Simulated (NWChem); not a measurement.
System: SiH₃O₃, doublet; SMILES O[Si](O)O

NWChem input:

```
start job
memory heap 200 mb stack 900 mb global 1100 mb
geometry units angstroms noautoz
  O     -1.476608    -0.129067     0.209650
  Si     0.093166     0.013838    -0.316140
  O      0.930867    -1.265593     0.348610
  O      0.600756     1.496282     0.226467
  H     -1.845920    -1.017764     0.199014
  H      1.809021    -1.423855    -0.012185
  H     -0.041295     1.951650     0.784485
end
basis spherical
  * library def2-svp
end
dft
  odft
  mult 2
  xc scan
  grid fine
  iterations 150
  mulliken
end
task dft gradient
```

NWChem printed, in part:

```
             Northwest Computational Chemistry Package (NWChem) 7.3.0
             --------------------------------------------------------

 C1  symmetry detected

                             Geometry "geometry" -> ""
                             -------------------------

 Output coordinates in angstroms (scale by  1.889725989 to convert to a.u.)

  No.       Tag          Charge          X              Y              Z
 ---- ---------------- ---------- -------------- -------------- --------------
    1 O                    8.0000    -1.49624001     0.27590097     0.16455900
    2 Si                  14.0000     0.04605862    -0.00607477    -0.38577907
    3 O                    8.0000     0.50995789    -1.47779176     0.24622235
    4 O                    8.0000     0.94659651     1.27089385     0.16928203
    5 H                    1.0000    -2.09471054    -0.47764290     0.14748610
    6 H                    1.0000     1.30673838    -1.86339504    -0.13169999
    7 H                    1.0000     0.46063640     1.87406024     0.74461383

 Effective nuclear repulsion energy (a.u.)     176.2925662652

                                 NWChem DFT Module
                                 -----------------

 Summary of "ao basis" -> "ao basis" (spherical)
 ------------------------------------------------------------------------------
       Tag                 Description            Shells   Functions and Types
 ---------------- ------------------------------  ------  ---------------------
 O                          def2-svp                 6       14   3s2p1d
 Si                         def2-svp                 8       18   4s3p1d
 H                          def2-svp                 3        5   2s1p

            General Information
            -------------------
          SCF calculation type: DFT
          Wavefunction type:  spin polarized.
          No. of atoms     :     7
          No. of electrons :    41
           Alpha electrons :    21
            Beta electrons :    20
          Charge           :     0
          Spin multiplicity:     2
          Use of symmetry is: off; symmetry adaption is: off
          Maximum number of iterations: 150
          AO basis - number of functions:    75
                     number of shells:    35
          Convergence on energy requested:  1.00D-06
          Convergence on density requested:  1.00D-05
          Convergence on gradient requested:  5.00D-04

              XC Information
              --------------
                         SCAN Method XC Functional
                  SCAN metaGGA Exchange Functional  1.000
                        SCAN Correlation Potential  1.000

             Grid Information
             ----------------
          Grid used for XC integration:  fine
          Radial quadrature: Mura-Knowles
          Angular quadrature: Lebedev.
          Tag              B.-S. Rad. Rad. Pts. Rad. Cut. Ang. Pts.
          ---              ---------- --------- --------- ---------
          O                   0.60       70          10.0       590
          Si                  1.10      123           8.0       770
          H                   0.35       60          11.0       590
          Grid pruning is: on
          Number of quadrature shells:   513
          Spatial weights used:  Erf1

      Superposition of Atomic Density Guess
      -------------------------------------

 Sum of atomic energies:        -514.30984297

      Non-variational initial energy
      ------------------------------

 Total energy =    -515.398121
 1-e energy   =   -1061.326142
 2-e energy   =     369.635455
 HOMO         =      -0.151341
 LUMO         =       0.091378

     ---------------------------------------------
      Total Density - Mulliken Population Analysis
     ---------------------------------------------

    Atom       Charge   Shell Charges
 -----------   ------   -------------------------------------------------------
    1 O    8     8.75   1.99  1.11  0.63  3.08  1.95  0.00
    2 Si  14    12.77   2.00  1.99  0.87  0.38  5.93  0.77  0.52  0.32
    3 O    8     8.75   1.99  1.11  0.63  3.07  1.94  0.00
    4 O    8     8.75   1.99  1.11  0.63  3.08  1.95  0.00
    5 H    1     0.66   0.52  0.08  0.06
    6 H    1     0.66   0.52  0.08  0.06
    7 H    1     0.66   0.52  0.09  0.06

     --------------------------------------------
      Spin Density - Mulliken Population Analysis
     --------------------------------------------

    Atom       Charge   Shell Charges
 -----------   ------   -------------------------------------------------------
    1 O    8     0.06   0.00  0.01 -0.01  0.05  0.01  0.00
    2 Si  14     0.78   0.00  0.00  0.17  0.33  0.00  0.12  0.15  0.01
    3 O    8     0.07   0.00  0.01 -0.01  0.06  0.01  0.00
    4 O    8     0.05   0.00  0.01 -0.01  0.04  0.00  0.00
    5 H    1     0.01   0.00  0.01  0.00
    6 H    1     0.01   0.00  0.01  0.00
    7 H    1     0.02   0.01  0.02  0.00

[...]

                         DFT ENERGY GRADIENTS

    atom               coordinates                        gradient
                 x          y          z           x          y          z
   1 O      -2.827484   0.521377   0.310971   -0.001225  -0.002264  -0.000858
   2 Si      0.087038  -0.011480  -0.729017   -0.000076  -0.000448   0.001644
   3 O       0.963681  -2.792621   0.465293    0.002015  -0.000401  -0.001517
   4 O       1.788808   2.401641   0.319897   -0.001555   0.001520   0.001070
   5 H      -3.958429  -0.902614   0.278708    0.001606   0.002161   0.000180
   6 H       2.469377  -3.521306  -0.248877   -0.002241   0.001242   0.000919
   7 H       0.870477   3.541460   1.407116    0.001475  -0.001809  -0.001438
```

Level: SCAN/def2-SVP, spin-unrestricted. Coordinates come from a PBE0/def2-SVP, spin-unrestricted optimisation. No stability test was run on the SCF state.
